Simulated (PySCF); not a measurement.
Species: Mo(NH)Cl4 (singlet state).
SMILES: `[NH]=[Mo]([Cl])([Cl])([Cl])[Cl]`

The closed-shell ground state was solved at several levels (PySCF, density fitting, gas phase). Isolated species at its PBE0-D3(BJ)/def2-SVP geometry, gas phase. Atoms past krypton carry effective core potentials; spin–orbit coupling is left out.

```
                           level  basis functions  HOMO (eV)  LUMO (eV)  gap (eV)  dipole (D)
B3LYP/pcSseg-1 (def2-TZVP on Mo)              158      -8.32      -5.39      2.93        3.18
 PBE0/pcSseg-1 (def2-TZVP on Mo)              158      -8.62      -5.29      3.33        3.25
```

Question: What might B3LYP/def2-SVPD (170 basis functions) give for the same quantities?

Answer: HOMO -8.30 eV, LUMO -5.40 eV, gap 2.90 eV, dipole 3.16 D.

Question: Over all these levels, which gives the widest orbital gap and which the narrowest?

Answer: PBE0/pcSseg-1 (def2-TZVP on Mo) (global hybrid, 25 % exact exchange) has the widest, 3.33 eV, and B3LYP/def2-SVPD (global hybrid, 20 % exact exchange) the narrowest, 2.90 eV. Functional and basis both differ between the two, so the spread mixes both effects.

Question: How far do the dipole and the HOMO energy spread over the levels?

Answer: The dipole runs from 3.16 to 3.25 D (mean 3.20 D) and the HOMO from -8.62 to -8.30 eV.
